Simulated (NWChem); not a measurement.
SiH₄TeO; SMILES [Te]([SiH3])O

```xyz
7

Te     0.3271     0.5041    -0.0045
O     -1.6390     0.9496    -0.0671
H     -1.9180     1.0364     0.8538
Si    -0.1053    -1.9638    -0.0054
H      1.2361    -2.6228     0.0304
H     -0.8448    -2.3697    -1.2349
H     -0.8954    -2.3595     1.1979
```
Atoms are numbered in this order, from 1.

All runs: NWChem. Coordinates come from a PBE0/def2-SVP optimisation. def2 effective core potentials on Te; no spin-orbit coupling.

Task: Estimate the computed values for KT2/def2-SVP. Quantities: highest occupied level (eV); orbital gap (eV); dipole (D).

Result: 
```yaml
highest occupied level (eV): -5.29
orbital gap (eV): 2.49
dipole (D): 1.46
```
